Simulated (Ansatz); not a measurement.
`F[CH2][InH][I]` + H₂ → `[InH2][I]` + `CF` at 600 K and 1 bar (hydrogenolysis of the In–C bond).

Computed with Ansatz on PBE0-D4/def2-TZVP structures; ΔE is electronic, products minus reactants. CBS: MP2 limit from def2 TZ/QZ plus the TZ coupled-cluster correction, frozen cores. This one scheme is used for every species. Elements past krypton have def2 core potentials. For I, In outer-core shells are correlated without core-valence functions, which leaves a few kJ/mol of doubt a bond. Each species was taken in one conformer, which may not be the lowest.

```tsv
species	CCSD(T)/CBS energy (Eh)	H − E (kJ/mol)	S (J/(mol·K))
`F[CH2][InH][I]`	-626.92448	144.1	442.6
H₂	-1.17544	43.9	150.8
`[InH2][I]`	-488.48444	64.6	338.9
`CF`	-139.63461	127.6	254.6
```

H − E and S are ideal-gas, rigid-rotor, harmonic terms from PBE0-D4/def2-TZVP, for one conformer and one mirror image of each species. For small species the MP2-based limit differs from directly extrapolated CCSD(T) by up to some mEh (0.8 for H₂); such offsets cancel only in part. 1 Eh = 2625.50 kJ/mol, R = 8.31446 J/(mol·K).

Question: By hand: ΔE, ΔH, ΔS and ΔG.

Answer: ΔE = (-488.48444) + (-139.63461) − (-626.92448) − (-1.17544) = -0.01913 Eh = -50.2 kJ/mol. Δ(H − E) = 64.6 + 127.6 − 144.1 − 43.9 = 4.2, so ΔH = -46.0 kJ/mol. ΔS = 338.9 + 254.6 − 442.6 − 150.8 = 0.1 J/(mol·K). ΔG = -46.0 − 600 × (0.1)/1000 = -46.1 kJ/mol.

Question: By hand: the equilibrium constant, and the temperature at which ΔG would vanish if ΔH and ΔS stayed fixed.

Answer: log₁₀ K = −ΔG/(RT ln 10) = 4.0. ΔH and −TΔS have one sign here, so there is no such temperature.

The number of gas molecules stays the same, so ΔS is small and ΔH decides. A doubt of 5 kJ/mol in ΔE shifts log₁₀ K by 0.4 here. Other conformers and mirror images would add mixing entropy, several J/(mol·K) or more a flexible species. Modes under 60 cm⁻¹, often nearly free rotors, make the harmonic entropy too high. These are equilibria of isolated gas molecules and say nothing of rates. Largest T1 diagnostic: 0.012 (customary marks: 0.02 for closed shells, 0.045 for open ones).

ΔS is within the doubt of such terms, so its sign, and with it that verdict, could turn.
